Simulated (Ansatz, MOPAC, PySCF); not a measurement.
Pair of molecules: HBr (SMILES Br) (first 2 atoms) with H4OSi (SMILES O[SiH3]); geometry from B3LYP-D3(BJ)/def2-TZVP, rigid monomers moved along the line of their centres of mass till H2···O3 is 2.64 Å.
(charge 0, multiplicity 1):
```xyz
8

Br    -0.6094    -1.1556    -0.0208
H     -0.1549    -0.4227     1.1354
O      0.5446     0.7569     3.3881
Si     0.0397     0.3909     4.9328
H      1.2293     1.4190     3.2613
H      1.1684    -0.1164     5.7463
H     -0.9900    -0.6487     4.7609
H     -0.5273     1.5885     5.5943
```

Interaction energies are E(AB) − E(A) − E(B) at the monomers' geometry in the complex; basis-set methods are counterpoise corrected. Rows marked so take none.

Correlated levels freeze the cores. Filled d and f shells under p-block atoms count as core. CBS(a, b) extrapolates the correlation energy as X⁻³ and adds the Hartree–Fock energy of set b. Rows in 3-21G, 6-31G*, LANL2DZ, STO-3G carry no dispersion term and start afresh at each structure (6-31G* with six Cartesian d functions); the Pople sets are all-electron and without relativity. MP2/6-31G* freezes PySCF's default core, which leaves 3d correlated. LANL2DZ brings its own core potentials from Na on. The state reached by PM3, PM6 isn't checked.

Programs: Ansatz (a program for electronic structure) with Gaussian orbitals; MOPAC for PM3, PM6 (differences of heats of formation); PySCF for 3-21G rows, 6-31G* rows, LANL2DZ rows, STO-3G rows, the dispersion terms. 

Other levels give for the interaction energy: PBE/def2-TZVPPD -2.42; B3LYP/def2-TZVPPD -2.08; B3LYP-D3(BJ)/def2-TZVPPD -2.88; wB97M-V/def2-TZVPPD -2.68; CCSD(T)/CBS(def2-SVPD, def2-TZVPPD) -2.68 kcal/mol.

Q: What do these common cheap choices give for the same quantity: PM3, PM6, HF/STO-3G (no counterpoise), HF/3-21G (no counterpoise), BP86/6-31G* (no counterpoise), B3LYP/6-31G* (no counterpoise), B3LYP/LANL2DZ (no counterpoise), MP2/6-31G* (no counterpoise)?

A: PM3 -2.24; PM6 -1.90; HF/STO-3G (no counterpoise) -2.10; HF/3-21G (no counterpoise) -4.30; BP86/6-31G* (no counterpoise) -2.79; B3LYP/6-31G* (no counterpoise) -3.20; B3LYP/LANL2DZ (no counterpoise) -3.74; MP2/6-31G* (no counterpoise) -3.72 kcal/mol. They span -4.30 to -1.90 kcal/mol.
